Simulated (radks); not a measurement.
The numbers below are computed, except where a source is named.
Question: Excited configurations of Ta I: one electron is placed in a higher orbital outside [Xe] 4f14 5d3 6s1. The ground configuration is [Xe] 4f14 5d3 6s2. Level of theory: scalar-relativistic Kohn-Sham, PBEsol, spin-polarised, spherical densities, point nucleus; open shells are filled with parallel spins first (spin-orbit coupling, left out, can overturn this in heavy ions) (a radial shooting solver on a logarithmic mesh with Libxc functionals). Excitation = E - E(ground); binding = E(ion) - E, where the ion is the core of charge +1; n* = 1/sqrt(2 binding) in atomic units, and the quantum defect is n - n*.

outer orbital  excitation (eV)  binding (eV)     n*  quantum defect  eigenvalue (eV)  <r> (bohr)
5f                       6.370         0.954  3.777           1.223           -0.462       16.63
6p                       2.615         4.709  1.700           4.300           -2.457       4.417
6d                       5.709         1.616  2.902           3.098           -0.782       10.39
6f                       6.657         0.668  4.515           1.485           -0.390       28.13
7d                       6.307         1.017  3.657           3.343           -0.583       19.51
7f                       6.835         0.489  5.274           1.726           -0.307       41.92

Estimate the row for 7s.

Answer: excitation (eV) 4.753; binding (eV) 2.572; n* 2.300; quantum defect 4.700; eigenvalue (eV) -1.568; <r> (bohr) 8.540. The Delta-SCF ionisation energy is 7.324 eV (NIST Atomic Spectra Database: 7.550 eV, measured). Self-interaction in the functional shifts the binding energies and quantum defects, so they are the method's values and not measured ones. Open shells are spherical and high-spin; term and fine-structure splittings are not resolved. Spin-orbit splitting is averaged out at the scalar-relativistic level.
